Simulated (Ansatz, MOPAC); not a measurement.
System: SiH2I, net charge 1, singlet state. SMILES of the parent species: [SiH2]I

Atoms: Si1, I2, H3, H4. Bonds: Si1-I2, Si1-H3, Si1-H4.

Bond lengths (Å) and angles (degrees) optimised at PM3 with MOPAC; PM7 with MOPAC; HF/STO-3G with Ansatz (a program for electronic structure); HF/3-21G with Ansatz, each started from the B3LYP-D3(BJ)/def2-TZVP structure (Ansatz) of the last column. A row stands for all coordinates that are equal there. No wavenumbers were computed at HF/STO-3G, so these may be saddle points.

```csv
coordinate,PM3,PM7,HF/STO-3G,HF/3-21G,B3LYP-D3(BJ)/def2-TZVP
Si1-I2,2.148,2.270,2.349,2.436,2.319
Si1-H3,1.463,1.455,1.436,1.463,1.469
I2-Si1-H3,118.0,121.3,120.7,119.1,119.9
H3-Si1-H4,124.0,117.4,118.7,121.7,120.2
```

Mean signed difference of all 3 bond lengths from B3LYP-D3(BJ)/def2-TZVP: PM3 -0.061 Å, PM7 -0.025 Å, HF/STO-3G -0.012 Å, HF/3-21G 0.035 Å.
